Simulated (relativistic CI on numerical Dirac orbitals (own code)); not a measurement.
**Zn V: computed level list**

Method of calculation: Dirac-Coulomb-Breit CI, orbitals from a KLI potential per configuration, a model potential for QED, valence Slater integrals scaled by 0.85, P86 correlation energy added to each configuration (own radial code, finite nucleus).

Configuration list (outside the closed core [Ne]): 3s2 3p6 3d8, 3s2 3p6 3d7 4s, 3s2 3p6 3d7 4p, 3s2 3p5 3d9, 3s2 3p6 3d7 4d, 3s2 3p6 3d7 5s, 3s2 3p6 3d7 5p, 3s2 3p6 3d6 4s2, 3s2 3p6 3d7 4f, 3s2 3p6 3d7 5d, 3s2 3p6 3d7 6s, 3s2 3p6 3d7 6p, 3s2 3p6 3d6 4s 4p, 3s2 3p6 3d7 5f, 3s2 3p6 3d7 5g, 3s2 3p6 3d7 6d, 3s2 3p4 3d10, 3s 3p6 3d9, 3s2 3p6 3d6 4p2, 3s2 3p6 3d6 4s 4d. Levels of other configurations are missing.

The lowest level is 3s2 3p6 3d8 3F_4, with 100 % of that term; Hund's rules for 3s2 3p6 3d8 give 3F with J = 4, in agreement.

```
No.   Configuration  Term  J   E (eV)    %  Next component (%)  Landé g
  1     3s2 3p6 3d8    3F  4   0.0000  100                        1.249
  2     3s2 3p6 3d8    3F  3   0.2985  100                        1.083
  3     3s2 3p6 3d8    3F  2   0.4857   98                2 1D    0.672
  4     3s2 3p6 3d8    1D  2   2.0636   81               17 3P    1.078
  5     3s2 3p6 3d8    3P  2   2.6184   83               17 1D    1.416
  6     3s2 3p6 3d8    3P  1   2.6844  100                        1.500
  7     3s2 3p6 3d8    3P  0   2.7310   99                1 1S         
  8     3s2 3p6 3d8    1G  4   3.6160  100                        1.000
  9     3s2 3p6 3d8    1S  0   7.7477   99                1 3P         
 10  3s2 3p6 3d7 4s    5F  5  24.7614   99                1 3G    1.399
 11  3s2 3p6 3d7 4s    5F  4  24.9651   99                1 3F    1.348
 12  3s2 3p6 3d7 4s    5F  3  25.1266   99                1 3F    1.248
 13  3s2 3p6 3d7 4s    5F  2  25.2432   99                        0.999
 14  3s2 3p6 3d7 4s    5F  1  25.3186   99                1 3D    0.000
 15  3s2 3p6 3d7 4s    3F  4  25.8826   98                1 5F    1.249
 16  3s2 3p6 3d7 4s    3F  3  26.1568   99                1 5F    1.084
 17  3s2 3p6 3d7 4s    3F  2  26.3391   99                1 1D    0.669
 18  3s2 3p6 3d7 4s    5P  3  27.6084   99                1 3D    1.666
 19  3s2 3p6 3d7 4s    5P  2  27.6674   95                5 3P    1.817
 20  3s2 3p6 3d7 4s    5P  1  27.7715   96                3 3P    2.470
 21  3s2 3p6 3d7 4s    3G  5  27.9636   96                3 3H    1.194
 22  3s2 3p6 3d7 4s    3G  4  28.0671   91                5 1G    1.039
 23  3s2 3p6 3d7 4s    3G  3  28.2099   99                        0.750
 24  3s2 3p6 3d7 4s    1G  4  28.6047   85                7 3H    0.989
 25  3s2 3p6 3d7 4s    3P  2  28.6614   95                4 3D    1.486
 26  3s2 3p6 3d7 4s    3P  1  28.7033   83               13 1P    1.423
 27  3s2 3p6 3d7 4s    3P  0  28.7866  100                             
 28  3s2 3p6 3d7 4s    3H  6  28.8865  100                        1.166
 29  3s2 3p6 3d7 4s    3P  2  28.9227   81               12 3D    1.458
 30  3s2 3p6 3d7 4s    3H  5  28.9944   93                5 1H    1.035
 31  3s2 3p6 3d7 4s    3P  1  29.0435   80               17 3D    1.337
 32  3s2 3p6 3d7 4s    3H  4  29.1528   89               10 1G    0.822
 33  3s2 3p6 3d7 4s    3P  0  29.2334  100                             
 34  3s2 3p6 3d7 4s    3D  3  29.2498   99                        1.334
 35  3s2 3p6 3d7 4s    3D  1  29.3906   41               33 1P    0.930
 36  3s2 3p6 3d7 4s    3D  2  29.4408   74               14 1D    1.182
 37  3s2 3p6 3d7 4s    1H  5  29.5399   94                4 3H    1.004
 38  3s2 3p6 3d7 4s    1P  1  29.8480   54               39 3D    0.837
 39  3s2 3p6 3d7 4s    1D  2  29.9878   82                9 3D    1.052
 40  3s2 3p6 3d7 4s    3F  2  31.6174   99                        0.667
 41  3s2 3p6 3d7 4s    3F  3  31.6512   99                1 1F    1.083
 42  3s2 3p6 3d7 4s    3F  4  31.7083   99                        1.249
 43  3s2 3p6 3d7 4s    1F  3  32.2220   99                1 3F    1.000
 44  3s2 3p6 3d7 4p   5F°  4  35.2549   49              44 5D°    1.405
 45  3s2 3p6 3d7 4p   5F°  5  35.2652   87               9 5G°    1.381
```

Energies count from the lowest computed level; ° marks odd parity.

The mean weight of the leading LS term, summed over parents, in these 45 levels is 91 %, and that of the leading jj configuration (from the same eigenvectors) 59 %, so LS coupling describes them better.

At this charge configurations can still be misplaced by up to about 7 % of their energy. 58 of the 63 excited levels that our extract of the measured tables holds in this range could be paired (the sources list more); they are missed by 895 cm⁻¹ on average and 7415 at most, and levels without a partner can miss by more.

Landé's interval rule says that E(J) − E(J−1) = AJ with one A. For the ground term the intervals give A = -503.3, -601.9 cm⁻¹ for J = 3, 4; the multiplet is inverted.

LS names give the leading component of a level, which can be under half, so a name can repeat, a term be missing and a line seem to break the LS rules.
